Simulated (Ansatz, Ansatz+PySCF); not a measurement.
```xyz
2

S     0.0000    0.0000    0.0000
F     0.0000    0.0000    1.7611
```

Basis set: def2-SVP (spherical functions). Left uncorrelated: 6 orbitals. Correlation on ROHF uses semicanonical orbitals with singles. Charge 0, multiplicity 2.

Computed with Ansatz (development build ahead of 0.2.0); each method stands on the lowest determinant of its kind that the runs found.

Task: Give the atomization energy at this shape (free ground-state atoms in the same class of orbitals less the molecule, no zero-point energy) of doublet SF by ROHF-CCSD(T), ROHF-MP2, ROHF, UHF.

Result:

```json
{"method": "ROHF-CCSD(T)", "atomization energy": "260.9 kJ/mol"}
{"method": "ROHF-MP2", "atomization energy": "275.4 kJ/mol"}
{"method": "ROHF", "atomization energy": "86.4 kJ/mol"}
{"method": "UHF", "atomization energy": "78.6 kJ/mol"}
```

Caution: the shape is not the minimum.
